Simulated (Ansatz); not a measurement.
Relaxation of C$_{2}$H$_{6}$OSSi (11 atoms, charge 0, multiplicity 1), to a largest force component of 0.02 eV/Å in at most 50 steps.

Method: Ansatz 0.2.0, RKS B3LYP/def2-SVP.

```xyz
11
Properties=species:S:1:pos:R:3
S -0.203 2.192 0.301
C -0.468 0.627 -0.556
O -1.214 -0.323 0.242
C 0.000 -1.058 0.800
Si 1.030 -0.505 -0.599
H -1.548 2.463 0.555
H -2.150 -0.196 -0.053
H -0.244 -2.124 0.822
H 0.190 -0.707 1.851
H 1.103 -1.429 -1.721
H 2.332 0.071 -0.143
```

Q: Where does it end, and by what steps?

A: The forces met the threshold. After 32 steps the energy has fallen by 3.199 eV; H9 moved furthest, 1.97 Å. Parted: C2–O3 (1.45 → 3.05 Å).

| step | energy less start (eV) | largest force component (eV/Å) | accepted |
| --- | --- | --- | --- |
| 0 | 0.0000 | 3.229 | yes |
| 2 | -1.4712 | 1.064 | yes |
| 4 | -2.1917 | 1.872 | yes |
| 6 | -2.6166 | 3.308 | yes |
| 8 | -2.9525 | 0.279 | yes |
| 10 | -3.0487 | 0.850 | yes |
| 12 | -3.0974 | 0.435 | yes |
| 14 | -3.1119 | 0.116 | yes |
| 16 | -3.1297 | 0.077 | yes |
| 18 | -3.1353 | 0.136 | yes |
| 20 | -3.1386 | 0.258 | yes |
| 22 | -3.1410 | 0.556 | yes |
| 24 | -3.1827 | 0.428 | yes |
| 26 | -3.1722 | 0.636 | no |
| 28 | -3.1956 | 0.146 | yes |
| 30 | -3.1990 | 0.043 | yes |
| 32 | -3.1992 | 0.007 | yes |

```xyz
11
Properties=species:S:1:pos:R:3
S -0.361 2.394 -1.297
C -0.412 1.231 -0.159
O -0.997 -1.113 1.699
C -0.266 -1.592 0.588
Si 0.819 -0.180 -0.097
H -1.431 3.215 -0.976
H -1.316 -0.223 1.463
H -0.919 -1.999 -0.214
H 0.365 -2.434 0.924
H 1.536 -0.548 -1.363
H 1.810 0.261 0.930
```

Whether the end is a true minimum wasn't checked by a vibrational analysis.

The run took 110 s on 2 threads of Intel(R) Xeon(R) Platinum 8488C (Sapphire Rapids), with other jobs on the host, peak memory 0.26 GiB.
